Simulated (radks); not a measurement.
Question: Valence configurations of Nd I (all share [Xe]). Method: Dirac Kohn-Sham, BLYP, spin-unpolarised, spherical densities, finite nucleus; open shells fill j = l - 1/2 first; Fermi nuclear charge, rms radius 4.9123 fm; computed with a radial shooting solver on a logarithmic mesh with Libxc functionals. Order these by energy: 4f4 6s2; 4f4 5d0.5 6s1.5; 4f3 5d1.5 6s1.5; 4f6; 4f3 5d1 6s2; 4f2 5d2 6s2; 4f4 6s1 6p1.

Answer: From the lowest, in eV above it: 4f4 6s2 0.000; 4f4 5d0.5 6s1.5 0.794; 4f3 5d1 6s2 1.725; 4f3 5d1.5 6s1.5 2.217; 4f4 6s1 6p1 2.238; 4f6 7.293; 4f2 5d2 6s2 8.159. NIST lists [Xe] 4f4 6s2 as the ground configuration; this level of theory agrees among the configurations tried. The energies are those of spherical spin-averaged densities, not of single terms. No valid solution was reached for [Xe] 4f4.5 6s1.5; [Xe] 4f5 6s1; [Xe] 4f5.5 6p0.5.
